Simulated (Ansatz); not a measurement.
Consider the cleavage of the Si–Ge bond: `F[SiH2][GeH3]` + `CO[SiH2]N` → `CO[SiH2]N[SiH2]F` + GeH₄.

Calculated with Ansatz (gas phase, PBE0-D4/def2-TZVP geometries, no zero-point term in ΔE). CBS: MP2 limit from def2 TZ/QZ plus the TZ coupled-cluster correction, frozen cores. This one scheme is used for every species. DFT in def2-TZVPP. B3LYP here is the variant with VWN-RPA as its local correlation; programs differ in this. For Ge outer-core shells are correlated without core-valence functions, which leaves a few kJ/mol of doubt a bond. Scalar relativity is left out up to krypton. Each species was taken in one conformer, which may not be the lowest.

(1) Is it downhill or uphill in electronic energy at CCSD(T)/CBS, and by how much? (Estimate.)

(2) What do these levels give: r2SCAN-D4, ωB97M-V, B2PLYP, PBE, r2SCAN, B3LYP, HF/def2-TZVPP, MP2/def2-TZVPP, SCS-MP2/def2-TZVPP, CCSD/def2-TZVPP, MP2/def2-QZVPP, CCSD/CBS(def2)? (An estimate is asked.)

Largest T1 diagnostic among the species: 0.012.

## Answers

(1) The calculation gave: Downhill: ΔE = -70.4 kJ/mol.

(2) The calculation gave: r2SCAN-D4 -66.9, ωB97M-V -72.0, B2PLYP -70.8, PBE -52.0, r2SCAN -66.0, B3LYP -64.6, HF/def2-TZVPP -82.8, MP2/def2-TZVPP -77.5, SCS-MP2/def2-TZVPP -78.6, CCSD/def2-TZVPP -73.9, MP2/def2-QZVPP -76.3, CCSD/CBS(def2) -71.0 kJ/mol.

From PBE to PBE0 (25 % exact exchange), in def2-TZVPP and without D4, ΔE moves by −6.5 kJ/mol. The D4 term adds −3.6 kJ/mol with B3LYP and −2.1 kJ/mol with PBE0; it sums over pairs of atoms, weighted by their polarisabilities, and B3LYP, whose exchange is more repulsive, gets the larger term.
